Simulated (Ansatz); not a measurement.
# SiH2Br− (SMILES [SiH2-]Br): methods side by side

The species is SiH2Br− (4 atoms), meant as a singlet with charge -1. As SMILES, `[SiH2-]Br`. The shape is that of a GFN2-xTB optimisation.

Quantity: the vertical detachment energy (to the doublet neutral), in eV. The values are calculated.

| level | kind | program | value (eV) | less CCSD(T)/STO-3G | CPU time (all runs) |
| --- | --- | --- | --- | --- | --- |
| HF/STO-3G | Hartree–Fock | Ansatz | -2.38 | +0.25 | 0.89 s |
| SVWN5/STO-3G | LDA | Ansatz | -2.00 | +0.63 | 2.5 s |
| PBE/STO-3G | GGA | Ansatz | -1.94 | +0.69 | 3.9 s |
| r2SCAN/STO-3G | meta-GGA | Ansatz | -1.79 | +0.84 | 10 s |
| BHLYP/STO-3G | global hybrid | Ansatz | -1.62 | +1.01 | 3.7 s |
| r2SCAN0/STO-3G | hybrid meta-GGA | Ansatz | -1.66 | +0.97 | 12 s |
| wB97M-V/STO-3G | range-separated hybrid | Ansatz | -1.57 | +1.06 | 50 s |
| B2PLYP/STO-3G | double hybrid | Ansatz | -1.95 | +0.68 | 4.6 s |
| CCSD(T)/STO-3G | coupled cluster or CI | Ansatz | -2.63 | 0.00 | 0.86 s |
| CCSD/STO-3G | coupled cluster or CI | Ansatz | -2.61 | +0.02 | 0.83 s |

Differences are taken from CCSD(T)/STO-3G for orientation; it has basis-set and higher-order errors of its own. All-electron rows without a relativistic Hamiltonian named are non-relativistic. Spin-orbit coupling, which can split open shells on such heavy atoms by tenths of an eV, is left out. Sets without diffuse functions describe the anion poorly. The values span -2.63 to -1.57 eV. All rows use very small basis sets, so none should be taken for the real molecule's value. In the correlated wave-function rows the outer d shell of Br is correlated, in sets not made for it. In so small a basis fixed costs decide the times, and correlated methods can beat functionals. CPU times are rough (shared hosts, several kinds of processor and program).
